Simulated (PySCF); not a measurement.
A run for PySCF: R-B3LYP/6-31G* on H2O (SMILES O) with ghost functions, monomers drawn apart or pushed together.

```python
from pyscf import gto, scf, dft, mp
from pyscf.data.elements import chemcore

mol = gto.M(
    atom='''
    O     1.38356532    0.81661192    3.86701539
    H     2.11782356    0.25963303    4.15743257
    H     0.80551410    0.95948036    4.62804090
    ghost-C   -0.17782191    0.91678711   -0.61249953
    ghost-Al   -0.32978266   -0.37361313    0.86026338
    ghost-H    0.86233420    1.09224218   -0.90214643
    ghost-H   -0.69800575    0.55581439   -1.50582924
    ghost-H   -0.61951890    1.88521093   -0.36002209
    ghost-H    0.58492859   -1.68608149    0.82906625
    ghost-H   -1.71430386   -0.46922958    1.65672070
    ''',
    basis='6-31g*',
    cart=True,
    charge=0, spin=0, verbose=3, max_memory=1800)
mf = dft.RKS(mol, xc='b3lyp')
mf.conv_tol = 1e-8
mf.max_cycle = 100
mf.kernel()
if not mf.converged:
    mf = mf.newton().run(mf.mo_coeff, mf.mo_occ)
```

Task: What total energy does the run end on?

Result: -76.4116 hartree.
